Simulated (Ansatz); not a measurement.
Computed with Ansatz on PBE0-D4/def2-TZVP structures; ΔE is electronic, products minus reactants. CCSD(T)/CBS is the MP2 limit (def2-TZVPP, def2-QZVPP) plus CCSD(T) − MP2 in def2-TZVPP, frozen cores. Functionals use def2-TZVPP. B3LYP here is the variant with VWN-RPA as its local correlation; programs differ in this. For Ga, Se outer-core shells are correlated without core-valence functions, which leaves a few kJ/mol of doubt a bond. Scalar relativity is left out up to krypton. One conformer a species, not always the lowest.

Consider the cleavage of the B–Ga bond: `[BH2][GaH][Se]C` + `CN[SiH2]N` → `BN(C)[SiH2]N` + `C[Se][GaH2]`.

```tsv
species	B3LYP-D4 energy (Eh)
`[BH2][GaH][Se]C`	-4393.09610
`CN[SiH2]N`	-442.08116
`BN(C)[SiH2]N`	-467.57677
`C[Se][GaH2]`	-4367.66062
```

(1) Work out ΔE.

Largest T1 diagnostic among the species: 0.012.

Results:

(1) ΔE = (-467.57677) + (-4367.66062) − (-4393.09610) − (-442.08116) = -0.06013 Eh = -37.7 kcal/mol. CCSD(T)/CBS gives -36.4 kcal/mol.

In def2-TZVPP, CCSD(T) changes the Hartree–Fock value by −2.4 kcal/mol (the triples alone add −0.9 kcal/mol) and MP2 by −3.6 kcal/mol. The D4 term adds −1.2 kcal/mol with B3LYP and −0.6 kcal/mol with PBE0; it sums over pairs of atoms, weighted by their polarisabilities, and B3LYP, whose exchange is more repulsive, gets the larger term.
